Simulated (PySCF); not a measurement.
C4H6BF.

```xyz
12

C     -1.2362     2.1293     0.0000
C     -0.3783     1.2656     0.0000
B      0.6480     0.1231     0.0000
F      1.9383     0.4526     0.0000
C      0.2637    -1.3939     0.0000
C     -1.2189    -1.7391     0.0000
H     -1.9851     2.9015     0.0000
H      0.7799    -1.8438     0.8702
H      0.7799    -1.8438    -0.8702
H     -1.7270    -1.3235    -0.8835
H     -1.3877    -2.8266     0.0000
H     -1.7270    -1.3235     0.8835
```

Geometry optimised at PBE0-D3(BJ)/def2-SVP. This is a generated structure with no PubChem entry under its InChIKey; it may be hypothetical. The values are those of a single conformer.

The numbers are results of PBE/pcSseg-1 (PySCF), not measurements. Non-relativistic, no solvent.

Task: Give the absolute GIAO shielding of each atom: isotropic value and principal components (ppm). (The exact figures need the calculation; the answer reports its results.)

Result: 
```tsv
atom	σ(iso)	σ11	σ22	σ33	span
C1	76.2	3.7	16.6	208.3	204.5
C2	90.1	-8.2	-3.7	282.3	290.4
B3	48.9	-6.4	72.6	80.4	86.7
F4	158.0	-41.7	67.4	448.3	490.0
C5	161.1	145.1	165.8	172.2	27.1
C6	170.2	162.4	168.6	179.5	17.0
H7	28.2	24.2	24.7	35.8	11.6
H8	30.2	25.8	29.5	35.3	9.5
H9	30.2	25.8	29.5	35.3	9.5
H10	30.0	26.5	28.4	35.2	8.7
H11	30.2	25.4	28.2	36.9	11.5
H12	30.0	26.5	28.4	35.2	8.7
```
